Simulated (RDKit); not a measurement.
Job for RDKit: UFF on H2O (SMILES O).

```python
from rdkit import Chem
from rdkit.Chem import AllChem, rdDetermineBonds

blocks = [
'''3

O    -0.00000000   -0.00000000    0.38961139
H    -0.00000000    0.76498632   -0.19485569
H     0.00000000   -0.76498632   -0.19485569
''',
]
mol = None
for b in blocks:
    f = Chem.MolFromXYZBlock(b)
    rdDetermineBonds.DetermineBonds(f, charge=0)
    mol = f if mol is None else Chem.CombineMols(mol, f)
Chem.SanitizeMol(mol)
print(Chem.MolToSmiles(Chem.RemoveHs(mol)))
ff = AllChem.UFFGetMoleculeForceField(mol, vdwThresh=100.0, ignoreInterfragInteractions=False)
e = ff.CalcEnergy()
print(f'UFF energy {e:.6f} kcal/mol')
```

It printed:

```
O
UFF energy 0.859581 kcal/mol
```

The run finished.

Cost: about 0.03 core-seconds (a rough figure).
